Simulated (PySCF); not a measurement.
```xyz
4
charge 0 multiplicity 5, angstrom
Ru    0.2181    0.0000    0.0000
O     1.9212    0.0000    0.0000
Br   -0.3359   -2.3266    0.0000
Br   -0.3359    2.3266    0.0000
```

Level of theory: UPBE0/[Ru def2-SVP with ECP28, O def2-SVP, Br def2-SVP], scalar-relativistic core potentials, density fitting, no spin–orbit coupling, PySCF.

This geometry of RuOBr₂ is a stationary point at this level.

Question: What is the point group?

Answer: C2v.

Question: Is it a minimum?

Answer: Yes: all harmonic wavenumbers are real, though the softest, 58 cm⁻¹, leaves little margin.

Question: Give the atomic charges and bond orders.

Answer: 
```csv
atom,Mulliken,Löwdin,polar tensor,spin (Mulliken),Mayer order to Ru1
Ru1,0.59,-0.25,1.27,2.70,–
O2,-0.29,-0.03,-0.33,0.83,1.90
"Br3,4",-0.15,0.14,-0.47,0.23,1.17
```

Question: What is the atomisation energy, with and without zero-point energy?

Answer: 999 kJ/mol without, 988 kJ/mol with.

Other isomers or separated fragments may lie lower. With open d or f shells other occupations or spin states may lie lower.
